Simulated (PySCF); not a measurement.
Delta-SCF ions had no search for a lower state. Excitations are Tamm–Dancoff values on a coarser integration grid. The basis has no diffuse functions, so Rydberg states are missing or too high.

## CHF3Se, SMILES `C(F)(F)(F)[SeH]` (charge 0, multiplicity 1)

All values below come from PySCF with ωB97X-D3(BJ)/def2-TZVP // B3LYP-D3(BJ)/def2-TZVP.

The HOMO comes out as -10.13 eV and the dipole moment is 1.47 D. The LUMO is 1.23 eV. The HOMO–LUMO gap comes out as 11.36 eV and the S1 excitation (TDA) comes out as 4.97 eV. The S1 oscillator strength comes out as 0.000. The brightest of the four lowest singlets (TDA) is 8.42 eV and the T1 excitation (TDA) is 4.41 eV. The S1–T1 gap (TDA) is 0.57 eV and the vertical ionisation energy (Delta-SCF) comes out as 10.31 eV. The total energy is -2739.8939 Ha. The cost is about 2.5 core-minutes (a rough figure).

```xyz
6

F     -0.7272    -0.9917    -0.8194
C     -0.4830     0.0524    -0.0159
F     -1.3522     1.0262    -0.3207
F     -0.7285    -0.3481     1.2390
Se     1.3432     0.7713    -0.2398
H      1.9477    -0.5102     0.1568
```
